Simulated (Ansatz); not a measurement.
`N[SiH2][SiH2]S` + `[SiH3]BO[SiH3]` → `N[SiH2][SiH2][SiH3]` + `[SiH3]OBS`  (redistribution)

Calculated with Ansatz (gas phase, PBE0-D4/def2-TZVP geometries, no zero-point term in ΔE). CCSD(T)/CBS adds triple-zeta CCSD(T) − MP2 to the extrapolated MP2 energy (def2 sets, frozen cores). DFT in def2-TZVPP. B3LYP here is the variant with VWN-RPA as its local correlation; programs differ in this. One conformer a species, not always the lowest.

`N[SiH2][SiH2]S`:

Cartesian coordinates in Å:
```
N -1.826 0.467 -0.437
Si -0.883 -0.018 0.917
Si 1.200 -0.653 0.059
S 1.828 1.041 -1.111
H -2.792 0.728 -0.329
H -1.387 0.989 -1.179
H -0.666 1.021 1.971
H -1.547 -1.168 1.590
H 1.095 -1.845 -0.824
H 2.184 -0.959 1.133
H 2.793 0.397 -1.788
```

`[SiH3]BO[SiH3]`:

```xyz
11

Si   -0.330   -2.023    1.053
B    -0.510   -0.148    0.295
O     0.497    0.409   -0.407
Si    0.659    1.890   -1.142
H     0.976   -2.667    0.747
H    -1.420   -2.889    0.515
H    -0.500   -1.983    2.535
H    -1.522    0.493    0.465
H     1.828    2.569   -0.537
H    -0.574    2.692   -0.939
H     0.896    1.656   -2.585
```

`N[SiH2][SiH2][SiH3]`:

Cartesian coordinates in Å:
```
N -0.832 -2.642 -0.251
Si -0.468 -1.194 0.610
Si 0.377 0.412 -0.867
Si 0.778 2.420 0.262
H -1.377 -2.596 -1.096
H -1.032 -3.488 0.259
H 0.552 -1.530 1.641
H -1.616 -0.570 1.340
H -0.615 0.663 -1.954
H 1.637 -0.066 -1.503
H 1.763 2.203 1.356
H -0.485 2.930 0.861
H 1.317 3.457 -0.659
```

`[SiH3]OBS`:

Cartesian coordinates in Å:
```
Si 0.034 1.389 0.069
O 0.863 -0.027 -0.074
B 0.683 -1.362 -0.129
S -0.907 -2.216 -0.038
H 0.236 2.168 -1.174
H -1.420 1.145 0.270
H 0.579 2.119 1.236
H 1.635 -2.076 -0.249
H -1.703 -1.140 0.090
```

Task: Is it downhill or uphill in electronic energy at CCSD(T)/CBS, and by how much? (Best estimate.)

Result: The calculation gave: Downhill: ΔE = -51.3 kJ/mol.

Task: What do these levels give: B2PLYP, PBE, B3LYP, HF/def2-TZVPP, SCS-MP2/def2-QZVPP, CCSD/CBS(def2)? (Best estimate.)

Result: Computed: B2PLYP -52.2, PBE -58.7, B3LYP -51.9, HF/def2-TZVPP -44.3, SCS-MP2/def2-QZVPP -48.1, CCSD/CBS(def2) -49.2 kJ/mol.

Largest T1 diagnostic among the species: 0.014.

In def2-TZVPP, CCSD(T) changes the Hartree–Fock value by −9.3 kJ/mol (the triples alone add −2.1 kJ/mol) and MP2 by −8.8 kJ/mol.
